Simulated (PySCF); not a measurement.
Isomers of C2H10OSi2 and their computed core-level spectra.

The calculation used PySCF, delta-SCF UKS SCAN, pcX-2 on the ionised atom, pcseg-1 elsewhere, spin-free X2C. Geometries: PBE0-D3(BJ)/def2-SVP; isolated species, one conformer each.

Line lists (1s up to Mg, 2p3/2 beyond; areas count atoms within a level, one atom standing for each set equivalent by bonding):
1. C 1s: 290.30 eV; O 1s: 537.53 eV; Si 2p3/2: 107.17 eV
2. C 1s: 290.25 (area 1), 290.74 (area 1) eV; O 1s: 537.73 eV; Si 2p3/2: 107.11 (area 1), 107.52 (area 1) eV
3. C 1s: 291.53 (area 1), 292.18 (area 1) eV; O 1s: 538.46 eV; Si 2p3/2: 106.28 (area 1), 106.28 (area 1) eV

Structures:
A. `COC[SiH2][SiH3]`
B. `C[SiH2]O[SiH2]C`
C. `CC[SiH2]O[SiH3]`

Match each list to its structure.

- 1 = B: no other candidate has these counts of sites. C 1s: 290.30 Si-methyl carbon (×2); O 1s: 537.53 siloxane oxygen; Si 2p3/2: 107.17 oxygen-bound silicon (×2).
- 2 = C: another candidate has the same counts of sites, so positions decide. C 1s: 290.25 sp3 carbon bound to silicon, 290.74 methyl carbon; O 1s: 537.73 siloxane oxygen; Si 2p3/2: 107.11 oxygen-bound silicon, 107.52 oxygen-bound silicon.
- 3 = A: another candidate has the same counts of sites, so positions decide. C 1s: 291.53 sp3 carbon bound to oxygen, 292.18 methoxy carbon; O 1s: 538.46 ether oxygen; Si 2p3/2: 106.28 SiH2 silicon, 106.28 SiH3 silicon.

Spin–orbit coupling isn't in the SCF: each 2p doublet comes from a relaxed spin-free hole plus a matrix of the shell (mean-field spin–orbit coupling and the ground-state 2p splitting), with 2p3/2 averaged over its two sublevels.
